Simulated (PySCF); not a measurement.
**Two-component Hartree-Fock for Gd⁴⁷⁺ (gadolinium, charge +47)**

Start: [Ne] 3s2 3p5; 3p1/2 filled at m_j = -1/2, +1/2; 3p3/2 filled at m_j = -1/2, +1/2, +3/2. Calculated with PySCF 2.14 in an even-tempered Gaussian basis (18 s from 12 bohr⁻², ratio 2.4; 14 p from 15 bohr⁻², ratio 2.4; 4 d from 56 bohr⁻², ratio 2.6; 4 f from 85 bohr⁻², ratio 2.6): generalised Hartree-Fock with the X2C-1e Hamiltonian and a Gaussian nucleus; one run each with spin-orbit coupling (SO) switched off, then screened by Boettger's factors.

```json
{"spinor shell": "1s1/2", "electrons": "2", "ε, spin-free (eV)": "-53583.8", "ε, screened SO (eV)": "-53572.7", "weight of nominal j (screened SO)": "1.000", "rms radius, screened SO (bohr)": "0.0249"}
{"spinor shell": "2s1/2", "electrons": "2", "ε, spin-free (eV)": "-11429.9", "ε, screened SO (eV)": "-11425.8", "weight of nominal j (screened SO)": "1.000", "rms radius, screened SO (bohr)": "0.0996"}
{"spinor shell": "2p1/2", "electrons": "2", "ε, spin-free (eV)": "-10510.9", "ε, screened SO (eV)": "-11011.9", "weight of nominal j (screened SO)": "1.000", "rms radius, screened SO (bohr)": "0.0851"}
{"spinor shell": "3s1/2", "electrons": "2", "ε, spin-free (eV)": "-4427.9", "ε, screened SO (eV)": "-4426.4", "weight of nominal j (screened SO)": "1.000", "rms radius, screened SO (bohr)": "0.241"}
{"spinor shell": "3p1/2", "electrons": "2", "ε, spin-free (eV)": "-4140.8", "ε, screened SO (eV)": "-4264.3", "weight of nominal j (screened SO)": "0.999", "rms radius, screened SO (bohr)": "0.230"}
{"spinor shell": "3p3/2", "electrons": "3", "ε, spin-free (eV)": "-4140.8", "ε, screened SO (eV)": "-4086.6", "weight of nominal j (screened SO)": "1.000", "rms radius, screened SO (bohr)": "0.240"}
```

(1) Where does 2p3/2 lie, and what is the 2p spin-orbit splitting (screened SO)?

| quantity | spin-free | screened SO |
| --- | --- | --- |
| E (hartree) | -9202.32249 | -9211.45476 |
| M_J | 3/2 | 3/2 |
| ⟨J²⟩ | 3.750 | 3.750 |
| ⟨L²⟩ | 2.000 | 2.024 |
| ⟨S²⟩ | 0.750 | 0.774 |

Each row is a mean over spinors that exchange with the open shell spreads, by up to 23.581 eV (3s1/2).

Breit and QED terms are absent; they matter most for the inner s and p1/2 levels.

Densities and radii are taken from the X2C orbitals without a picture-change correction, which distorts them close to the nucleus.

Without spin-orbit coupling the j labels of p, d and f shells carry no meaning; the spin-free column gives the mean over the occupied spinors of each nl shell.

Results:

(1) At -10294.2 eV, 717.66 eV above 2p1/2.
